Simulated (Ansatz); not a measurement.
Reaction (substitution at a C–Ga bond): `[AlH2][O][GaH][CH]=S` + `C=C(O)[SiH3]` → `C=C([SiH3])OC=S` + `[AlH2][O][GaH2]`

Gas-phase electronic energies from Ansatz, PBE0-D4/def2-TZVP geometries. CCSD(T)/CBS is the MP2 limit (def2-TZVPP, def2-QZVPP) plus CCSD(T) − MP2 in def2-TZVPP, frozen cores. DFT in def2-TZVPP. For Ga outer-core shells are correlated without core-valence functions, which leaves a few kJ/mol of doubt a bond. Scalar relativity is left out up to krypton. Each species was taken in one conformer, which may not be the lowest.

`[AlH2][O][GaH][CH]=S`:

```xyz
9

Al   -0.205    2.429    0.501
O    -0.383    0.774    0.297
Ga   -0.631   -0.966    0.104
C     0.879   -1.970   -0.687
S     0.734   -3.543   -1.011
H    -0.631    3.388   -0.685
H     0.393    2.964    1.866
H    -1.980   -1.606    0.537
H     1.824   -1.471   -0.921
```

`C=C(O)[SiH3]`:

```xyz
10

C     0.100    0.081    1.608
C     0.468   -0.019    0.332
O     1.797   -0.141    0.031
Si   -0.801    0.006   -1.047
H     0.832    0.068    2.410
H    -0.944    0.179    1.870
H     1.924   -0.204   -0.918
H    -0.513    1.134   -1.976
H    -2.157    0.147   -0.467
H    -0.704   -1.250   -1.842
```

`C=C([SiH3])OC=S`:

Cartesian coordinates in Å:
```
C -0.200 -0.652 -1.315
C -0.242 -0.102 -0.107
Si -0.911 -0.936 1.438
O 0.176 1.203 0.123
C 1.268 1.660 -0.497
S 1.706 3.204 -0.500
H -0.540 -1.670 -1.451
H 0.144 -0.117 -2.194
H -2.044 -0.145 1.977
H 0.162 -1.017 2.459
H -1.363 -2.294 1.047
H 1.845 0.867 -0.979
```

`[AlH2][O][GaH2]`:

```xyz
7

Al    1.353    0.767   -0.667
O     0.014    0.006   -0.007
Ga   -1.400   -0.795    0.689
H     1.126    1.983   -1.657
H     2.795    0.244   -0.274
H    -1.907   -0.218    2.049
H    -1.981   -1.987   -0.133
```

```json
{"level": "ωB97M-V", "ΔE (kJ/mol)": "9.7"}
{"level": "HF/def2-QZVPP", "ΔE (kJ/mol)": "10.6"}
```

What does CCSD(T)/CBS give? (An estimate is asked.)

The calculation gave: +21.8 kJ/mol. The listed levels differ from it by -12.1, -11.2 kJ/mol.

Largest T1 diagnostic among the species: 0.016.

From PBE to PBE0 (25 % exact exchange), in def2-TZVPP and without D4, ΔE moves by +3.8 kJ/mol. In def2-TZVPP, CCSD(T) changes the Hartree–Fock value by +6.1 kJ/mol (the triples alone add −2.4 kJ/mol) and MP2 by +3.6 kJ/mol.

CCSD(T)/CBS has its own doubt, a few kJ/mol and more with outer-core shells, so smaller differences from it don't rank the levels.
